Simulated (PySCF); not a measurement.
## Potential energy of BeGa along the bond

Set-up: Be jorge-DZP-DKH, Ga jorge-DZP-DKH; spin-free X2C with a Gaussian nucleus (PySCF 2.14). Energies in eV from Be + Ga in their ground configurations at the same level. All curves are PBE0. state 1: ²Π (doublet), unpaired electrons π ↑; state 2: ²Σ⁺ (doublet), unpaired electrons σ ↑, a second solution, started from another occupation; state 3: quartet, unpaired electrons σ ↑, π ↑↑, a second solution, started from another occupation; state 4: ⁴Π (quartet), unpaired electrons σ ↑↑, π ↑, a second solution, started from another occupation.

```tsv
R (Å)	state 1	state 2	state 3	state 4
2.119	-0.7561	-0.2349	0.0394	0.2266
2.214	-0.8600	-0.4704	0.1197	0.1812
2.284	-0.8958	-0.5916	0.2097	0.1885
2.355	-0.9046	-0.6758	0.3168	0.2216
2.426	-0.8930	-0.7303	0.4348	0.2737
2.520	-0.8546	-0.7667	0.6007	0.3636
2.638	-0.7833	-0.7700	0.8120	0.4958
2.779	-0.6811	-0.7335	1.0580	0.6671
```

**Question.** Put a parabola through the three lowest points of the state 1 curve and estimate Re, k and ωe (reduced mass 7.97 u; 1 eV/Å² = 0.16022 mdyn/Å; ωe = 1302.8·√(k/μ) cm⁻¹).

**Answer.** Through R = 2.284, 2.355, 2.426 Å the second-order coefficient is 2.02 eV/Å², so Re ≈ 2.350 Å, k ≈ 0.648 mdyn/Å and ωe ≈ 372 cm⁻¹. A polynomial fit of higher order to the unrounded PBE0 energies gives Re = 2.347 Å, k = 0.676 mdyn/Å, ωe = 379 cm⁻¹; anharmonicity and rounding make the difference.

The higher-order fit for each curve: state 1: Re = 2.347 Å, ωe = 379 cm⁻¹, De = 0.90 eV; state 2: Re = 2.587 Å, ωe = 305 cm⁻¹, minimum 0.77 eV below the ground-state fragments; state 4: Re = 2.232 Å, ωe = 466 cm⁻¹, minimum 0.180 eV above the ground-state fragments. State 3 gave no clean fit.

Spin–orbit coupling is left out. The state is the lowest determinant that a PBE0 search found; another state may lie lower at other levels.
